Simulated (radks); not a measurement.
The numbers below are computed, except where a source is named.
Spherical jellium clusters: N electrons in a uniform positive sphere of charge N and radius rs N^(1/3), rs = 3.71 bohr. Level of theory: non-relativistic Kohn-Sham, LDA (Slater exchange, Perdew-Wang correlation), spin-polarised, spherical densities (a radial shooting solver with Libxc functionals). Levels are named by radial order and angular momentum (1s, 1p, 1d, 2s, ...), and open shells are averaged over m.

N = 32, configuration 1s2 1p6 1d10 2s2 1f(up 7, down 5). This is the lowest configuration that the search found. Occupied and some empty levels:

| level | occupation | eigenvalue (eV) | <r> (bohr) |
|---|---|---|---|
| 1s up | 1 | -5.8762 | 6.701 |
| 1s down | 1 | -5.8205 | 6.571 |
| 1p up | 3 | -5.0948 | 8.236 |
| 1p down | 3 | -5.0093 | 8.179 |
| 1d up | 5 | -4.1775 | 9.191 |
| 1d down | 5 | -4.0792 | 9.177 |
| 2s up | 1 | -3.9069 | 7.465 |
| 2s down | 1 | -3.8545 | 7.551 |
| 1f up | 7 | -3.1192 | 9.940 |
| 1f down | 5 | -3.0177 | 9.953 |
| 2p up | 0 | -2.5909 | 8.585 |
| 2p down | 0 | -2.5428 | 8.620 |
| 1g up | 0 | -1.9395 | 10.64 |
| 1g down | 0 | -1.8413 | 10.68 |
| 2d up | 0 | -1.3194 | 10.36 |
| 2d down | 0 | -1.2703 | 10.41 |

Energy (eV): total -59.6465, kinetic 64.723, external -2806.5, Hartree 1388.9, exchange-correlation -126.13, background 1419.4.

Electron density:

| r (bohr) | n(r) (e/bohr^3) |
|---|---|
| 0.375 | 0.006301 |
| 1.79 | 0.005522 |
| 3.20 | 0.004384 |
| 4.62 | 0.003899 |
| 6.03 | 0.004433 |
| 7.45 | 0.005316 |
| 8.86 | 0.005330 |
| 10.3 | 0.003821 |
| 11.7 | 0.001756 |
| 13.1 | 0.0005560 |
| 14.5 | 0.0001436 |
| 15.9 | 0.00003293 |
| 17.3 | 7.214e-06 |
| 18.8 | 1.522e-06 |
